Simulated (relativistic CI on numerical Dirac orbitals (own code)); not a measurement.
What each ingredient does to the levels of Os¹⁹⁺

Base calculation: Dirac-Coulomb-Breit CI, orbitals from a KLI potential per configuration, model QED, unscaled Slater integrals.

CI space (outside the closed core [Ar] 3d10): 4s2 4p6 4d10 4f11, 4s2 4p6 4d10 4f10 5s, 4s2 4p6 4d10 4f9 5s2, 4s2 4p6 4d10 4f10 5p, 4s2 4p6 4d9 4f12, 4s2 4p6 4d10 4f10 5d, 4s2 4p6 4d8 4f13, 4s2 4p6 4d10 4f10 6s, 4s2 4p5 4d10 4f12, 4s2 4p4 4d10 4f13, 4p6 4d10 4f13, 4s 4p6 4d10 4f11 5s, 4s 4p6 4d9 4f13, 4s 4p6 4d10 4f11 6s. Levels of other configurations are missing.

Variants: (1) P86 correlation estimate; (2) Breit term removed; (3) only the first configuration. Shifts of the energy above 4s2 4p6 4d10 4f11 4I°_15/2, in cm⁻¹, for the lowest level and the first level of each name with at least 55 % of one term (blank where a level changes its place among those of its configuration and J or its character, or is not in the variant):

```tsv
Level	Base	Δ(1)	Δ(2)	Δ(3)
4s2 4p6 4d10 4f11 4I°_15/2	0.0	0.0	0.0	0.0
4s2 4p6 4d10 4f11 4I°_13/2	20011.9	+0.2	+702.5	-20.0
4s2 4p6 4d10 4f11 4F°_7/2	48026.5	+2.2	-14.0	+2204.2
4s2 4p6 4d10 4f11 4F°_5/2	49964.0	+2.4	-507.2	+3057.7
4s2 4p6 4d10 4f11 2K°_15/2	59191.1	+1.1	+938.6	+322.4
4s2 4p6 4d10 4f11 4G°_9/2	65619.2	+2.5	+868.3	+2076.9
4s2 4p6 4d10 4f11 2P°_1/2	69951.3	+3.0	-230.0	+5840.2
4s2 4p6 4d10 4f11 2K°_13/2	73174.5	+1.5	+1176.3	+738.6
4s2 4p6 4d10 4f11 4D°_7/2	86407.9	+5.1	-283.1	+4099.9
4s2 4p6 4d10 4f11 2I°_11/2	86549.2	+2.6	+365.4	+2132.7
4s2 4p6 4d10 4f11 2L°_17/2	89868.2	+1.5	+1511.5	-638.3
4s2 4p6 4d10 4f11 2I°_13/2	96234.7	+2.5	+1648.4	+1710.9
4s2 4p6 4d10 4f11 2L°_15/2	109053.8	+1.7	+2205.5	-550.4
4s2 4p6 4d10 4f11 4D°_1/2	110169.4	+4.9	+826.7	+4197.3
```

At this charge transitions that keep the count of f electrons are usually good to a few per cent. Terms inside the open d or f shell come out 10 to 20 % too wide with unscaled integrals. Levels that differ in their count of f electrons can be misplaced by several ten thousand cm⁻¹, since the correlation energy of f electrons is missing or only estimated; rates across such gaps can be off by orders of magnitude.

Ionisation energy from one configuration of each of the two ions, the ground ones as tabulated or assumed: base 507.365 eV; P86 correlation estimate 509.291 eV. The NIST ASD value (theoretical) is 520 ± 30 eV.

LS names give the leading component of a level, which can be under half, so a name can repeat, a term be missing and a line seem to break the LS rules.
